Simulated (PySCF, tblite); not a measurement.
Rigid-rotor lines calculated for a species of formula C3H12N2OSi2 (commonest isotopes; PBE0/pcSseg-1 in PySCF (dipole) on a GFN2-xTB geometry, gas phase), labelled J(Ka,Kc):

```
     transition     MHz
2(1,1) ← 1(1,0)  4069.9
1(0,1) ← 0(0,0)  1938.9
2(0,2) ← 1(0,1)  3832.6
1(1,1) ← 0(0,0)  2443.1
2(1,2) ← 1(1,1)  3685.8
```

Task: Find the rotational constants.

Result: 1(0,1) ← 0(0,0) is B + C, 2(1,1) ← 1(1,0) is 3B + C and 2(1,2) ← 1(1,1) is B + 3C, so B − C is half the difference of the last two, 192.0 MHz. 1(1,1) ← 0(0,0) is A + C. A = 1569.7, B = 1065.5, C = 873.4 MHz.

Task: What moments of inertia, asymmetry and inertial defect follow?

Result: I = 505379 MHz·u·Å² over each constant: Ia = 321.97, Ib = 474.32, Ic = 578.62 u·Å²; κ = (2B − A − C)/(A − C) = -0.448 (asymmetric top); Δ = Ic − Ia − Ib = -217.67 u·Å².

Task: Which dipole components do these lines need?

Result: μa and μb (a-type: ΔKa even, ΔKc odd; b-type: both odd). The calculation gives |μa| = 0.48 D, |μb| = 0.24 D, |μc| = 1.27 D.

Task: Predict further lines from these constants: 1(1,0) ← 0(0,0); 2(1,1) ← 2(1,2); 2(1,1) ← 1(0,1); 1(1,1) ← 1(0,1); 2(2,1) ← 2(1,1); 2(2,0) ← 1(1,1).

Result: 
| transition | MHz | type | branch |
| --- | --- | --- | --- |
| 1(1,1) ← 1(0,1) | 504 | c | Q |
| 2(1,1) ← 2(1,2) | 576 | a | Q |
| 2(2,1) ← 2(1,1) | 1513 | c | Q |
| 1(1,0) ← 0(0,0) | 2635 | c | R |
| 2(1,1) ← 1(0,1) | 4766 | c | R |
| 2(2,0) ← 1(1,1) | 5820 | b | R |

Task: Which structure gave them?

Result: `[H]/N=C\CC[Si@@H](N)O[SiH3]`, point group C1. Three constants can't fix a structure by themselves; this is the one that was computed:
```
atom  x, y, z in Å
N1     1.368    2.050    0.091
C2     1.854    0.913   -0.123
C3     1.373   -0.144   -1.064
C4     0.944   -1.396   -0.291
Si5   -0.554   -1.117    0.851
N6    -0.011   -0.284    2.252
O7    -1.713   -0.343    0.002
Si8   -2.473    0.664   -1.005
H9     0.546    2.271   -0.472
H10    2.728    0.647    0.468
H11    0.531    0.235   -1.651
H12    2.189   -0.396   -1.750
H13    0.702   -2.177   -1.013
H14    1.787   -1.763    0.294
H15   -1.198   -2.353    1.276
H16   -0.677   -0.081    2.980
H17    0.634    0.485    2.158
H18   -2.161    0.251   -2.376
H19   -3.891    0.526   -0.691
H20   -1.983    2.023   -0.760
```

The values belong to one conformer (point group C1) with, in the numbering `[H]/[N:1]=[CH:2]\[CH2:3][CH2:4][Si@@H:5]([NH2:6])[O:7][SiH3:8]`, N1–C2–C3–C4 -117°, C2–C3–C4–Si5 64°, C3–C4–Si5–N6 -77°, C4–Si5–N6–H -178° and 43°, C4–Si5–O7–Si8 -40°. Its GFN2-xTB frequencies are all real (lowest 22 cm⁻¹). Constants of a rigid frame at the computed geometry: no zero-point averaging, no centrifugal distortion. A rigid rotor knows nothing of inversion at nitrogen or internal rotation, which can split or shift real lines. Quadrupole hyperfine structure (14N) is left out.
